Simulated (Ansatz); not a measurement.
Basis sets compared for ZrAu12. Total charge 0; singlet. Geometry PBE-D4/def2-SVP. Ansatz on 2 threads of AMD EPYC 7R13 on a shared host and a share (18 GiB) of an NVIDIA H100 80GB HBM3; times are rough, and most runs start from earlier orbitals.

Cartesian coordinates in Å:
```
Zr -0.133 0.124 0.130
Au -2.893 0.398 0.394
Au 0.634 2.024 -3.031
Au -1.811 -1.720 1.615
Au 0.535 2.903 -0.371
Au 0.503 -0.548 2.880
Au -0.234 -0.606 -2.597
Au 2.270 -1.279 0.615
Au 0.588 -3.153 1.846
Au 0.284 2.012 2.138
Au -0.250 -2.554 -0.762
Au 2.287 0.667 -1.221
Au -1.780 1.733 -1.636
```

In the def2 sets Au, Zr take a core potential; there is no spin–orbit coupling. Single mean-field runs in def2-SVP, def2-TZVP are fitted with def2-universal-jkfit. The structure comes from a short search, and lower isomers may exist.

Binding counts from free atoms (Zr triplet, Au doublet) in the same basis, without a counterpoise term.

```json
{"level": "PBE-D4/def2-SVP", "functions": "415", "energy (Eh)": "-1677.0332", "HOMO (eV)": "-5.51", "LUMO (eV)": "-3.96", "binding per atom (eV)": "–", "wall time": "3.7 s"}
{"level": "PBE0-D4/def2-SVP", "functions": "415", "energy (Eh)": "-1676.3859", "HOMO (eV)": "-5.99", "LUMO (eV)": "-3.19", "binding per atom (eV)": "2.42", "wall time": "3.7 s"}
```

**Question.** Estimate the rows for PBE-D4/def2-TZVP (with forces), PBE0-D4/def2-TZVP.

**Answer.** 
| level | functions | energy (Eh) | HOMO (eV) | LUMO (eV) | binding per atom (eV) | wall time |
| --- | --- | --- | --- | --- | --- | --- |
| PBE-D4/def2-TZVP (with forces) | 520 | -1677.1506 | -5.50 | -3.98 | – | 6.5 s |
| PBE0-D4/def2-TZVP | 520 | -1676.4995 | -5.99 | -3.21 | 2.49 | 4.3 s |
